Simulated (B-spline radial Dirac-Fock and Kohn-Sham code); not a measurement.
# Kohn-Sham estimates against Dirac-Fock for the levels of Er⁷⁺

System: the Er⁷⁺ ion, [Kr] 4d10 4f10 5s2 5p3.

The density-functional columns are spherical, spin-unpolarised Dirac-Kohn-Sham results without Breit or QED terms: −ε is minus the orbital energy of the initial state and ΔSCF the difference of two total energies. The reference in the last column comes from multi-electron Dirac-Fock with separately optimised hole states, Breit and Lamb-shift corrections added in first order. All numbers are from a radial B-spline solver, in eV; a selection of levels is shown. The Kohn-Sham columns are given as differences from the reference. For the 1s level of heavy atoms much of the gap between ΔSCF and the reference is the Breit and QED part, -263.5 eV here; for other levels the error of the functional can be larger.

```
level  PBE −ε − DF  PBE ΔSCF − DF  LDA −ε − DF  LDA ΔSCF − DF  Dirac-Fock
    K       -196.3         +303.8       -247.6         +251.0     57602.2
   L1       -145.9          -52.8       -153.0          -59.6      9877.5
   L2       -108.2          +10.1       -111.2           +7.2      9383.6
   L3       -118.8          -13.9       -120.8          -15.8      8477.4
   M1        -76.6          -46.8        -78.5          -48.6      2343.6
   M2        -61.6          -30.0        -62.3          -30.6      2128.3
   M3        -61.1          -31.8        -61.5          -32.1      1935.2
   M4        -41.2           -6.8        -41.0           -6.5      1572.2
   M5        -42.1           -8.5        -41.8           -8.1      1531.0
   N1        -39.6          -24.3        -40.4          -25.1       575.3
   N3        -32.5          -17.8        -33.0          -18.3       444.3
   N4        -20.8           -6.4        -20.7           -6.4       300.3
   N5        -20.9           -6.6        -20.8           -6.6       292.4
 N6,7         -9.5           +3.4         -9.1           +3.8       119.3
   O1         -7.4           +1.8         -7.0           +2.3       156.8
 O2,3         -6.5           +1.9         -6.1           +2.4       126.3
```

Values without a named source are computed, but for edge energies of neutral atoms, which are taken from tables.
